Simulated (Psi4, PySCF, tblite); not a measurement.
Approach curve of the dimer HCl ··· H3ClSi (SMILES Cl and [SiH3]Cl). Monomers: optimised at B3LYP-D3(BJ) (def2-TZVP), held rigid. Orientation: a random orientation, not optimised. The monomers approach along the line of their centres of mass (distance R); nothing else relaxes.

Geometry at R = 4.32 Å (first 2 atoms: monomer A):
```
7

Cl     0.6410     0.0000     0.0000
H     -0.6410     0.0000     0.0000
Si    -2.6949    -1.2096    -3.2281
Cl    -3.0384     0.3269    -1.8899
H     -1.3010    -1.1132    -3.7034
H     -3.6353    -1.0662    -4.3565
H     -2.9150    -2.4931    -2.5335
```

Computed with: GFN2-xTB (tblite); RKS-B3LYP/6-31G* = PySCF with restricted B3LYP/6-31G*, spherical d, no counterpoise correction; RKS-LDA (SVWN5)/6-31G* = restricted LDA (SVWN5)/6-31G*, spherical d, no counterpoise correction (PySCF); SAPT0/jun-cc-pVDZ, frozen core (Psi4).

Interaction energies in kJ/mol; the last columns give the difference from SAPT0:

| R / Å | GFN2-xTB | RKS-B3LYP/6-31G* | RKS-LDA (SVWN5)/6-31G* | SAPT0/jun-cc-pVDZ | GFN2-xTB − SAPT0/jun-cc-pVDZ | RKS-B3LYP/6-31G* − SAPT0/jun-cc-pVDZ | RKS-LDA (SVWN5)/6-31G* − SAPT0/jun-cc-pVDZ |
|---|---|---|---|---|---|---|---|
| 3.72 | -9.05 | -3.55 | -17.97 | -3.30 | -5.75 | -0.24 | -14.66 |
| 3.92 | -8.38 | -5.35 | -15.82 | -5.37 | -3.01 | 0.02 | -10.45 |
| 4.10 | -7.40 | -5.50 | -13.30 | -5.78 | -1.63 | 0.27 | -7.52 |
| 4.32 | -6.19 | -4.91 | -10.29 | -5.41 | -0.78 | 0.51 | -4.88 |
| 4.51 | -5.27 | -4.19 | -8.08 | -4.81 | -0.46 | 0.62 | -3.27 |
| 4.72 | -4.40 | -3.44 | -6.12 | -4.10 | -0.29 | 0.67 | -2.02 |
| 5.03 | -3.37 | -2.55 | -4.07 | -3.18 | -0.19 | 0.64 | -0.89 |
| 5.32 | -2.64 | -1.96 | -2.83 | -2.51 | -0.13 | 0.55 | -0.32 |
| 5.79 | -1.80 | -1.35 | -1.70 | -1.75 | -0.05 | 0.40 | 0.05 |
| 6.52 | -1.04 | -0.87 | -0.96 | -1.07 | 0.03 | 0.20 | 0.11 |
| 7.48 | -0.57 | -0.54 | -0.57 | -0.63 | 0.06 | 0.08 | 0.05 |
| 8.84 | -0.29 | -0.31 | -0.32 | -0.34 | 0.05 | 0.03 | 0.01 |

GFN2-xTB is furthest from SAPT0/jun-cc-pVDZ at 3.72 (-5.75 kJ/mol, below); its mean absolute difference over the points is 1.03 kJ/mol.

RKS-B3LYP/6-31G* is furthest from SAPT0/jun-cc-pVDZ at 4.72 (0.67 kJ/mol, above); its mean absolute difference over the points is 0.35 kJ/mol.

RKS-LDA (SVWN5)/6-31G* is furthest from SAPT0/jun-cc-pVDZ at 3.72 (-14.66 kJ/mol, below); its mean absolute difference over the points is 3.69 kJ/mol.
